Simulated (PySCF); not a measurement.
InN: mean field, correlation and small terms against distance

State: ³Σ⁻, triplet, unpaired electrons π ↑↑. ROHF-based CCSD(T) in PySCF 2.14 with In cc-pwCVDZ-PP with ECP28, N aug-cc-pVDZ and In cc-pwCVTZ-PP with ECP28, N aug-cc-pVTZ (frozen core orbitals: 5; scalar-relativistic core potentials). Correlation energies are extrapolated as n⁻³ (n = 2, 3), Hartree–Fock as (n+1)·exp(−9√n). All energies in eV from In + N.

```
 R (Å)  HF/CBS  CCSD corr.      (T)   total
1.9563   0.154      -1.368  -0.1233  -1.337
2.0452  -0.121      -1.361  -0.1283  -1.610
2.1341  -0.238      -1.364  -0.1347  -1.737
2.2231  -0.247      -1.374  -0.1421  -1.764
2.3120  -0.183      -1.389  -0.1503  -1.723
2.4231  -0.036      -1.414  -0.1615  -1.612
2.5343   0.155      -1.444  -0.1737  -1.463
```

A fit to the total gives Re = 2.2083 Å, De = 1.764 eV, ωe = 443.0 cm⁻¹, Be = 0.2769 cm⁻¹ (masses 114.9039 and 14.0031 u).

Question: At R = 2.2231 Å the CCSD correlation energy is -0.421170 hartree in the smaller basis and -0.610059 in the larger. Extrapolate it.

Answer: (3³·E3 − 2³·E2)/(3³ − 2³) = -0.68959 hartree; the larger basis holds 88.5 % of it.

The T1 diagnostic is 0.024. The state was picked by a PBE0 search and need not be the measured ground state. Spin–orbit coupling, excitations beyond (T) and corrections to the Born–Oppenheimer picture are left out, and spin–orbit coupling matters for open p, d or f shells this heavy.
